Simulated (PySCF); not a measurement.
Electron correlation in C⁺ (carbon, charge +1)

[He] 2s2 2p1, 2P determinant. Computed with PySCF 2.14 in x2c-TZVPPall, with the spin-free X2C one-electron Hamiltonian (Gaussian nucleus). Frozen: 1s2; 3 electrons correlated.

MP2 pair energies summed by pair of shells (mhartree):

```json
{"pair": "2s-2s", "energy": "-28.58", "share (%)": "57.2"}
{"pair": "2s-2p", "energy": "-21.36", "share (%)": "42.8"}
```

Total MP2 correlation energy: -49.93 mhartree.

Same-spin part -3.31 and opposite-spin part -46.62 mhartree; SCS-MP2 scales them by 1/3 and 6/5 to -57.05 mhartree.
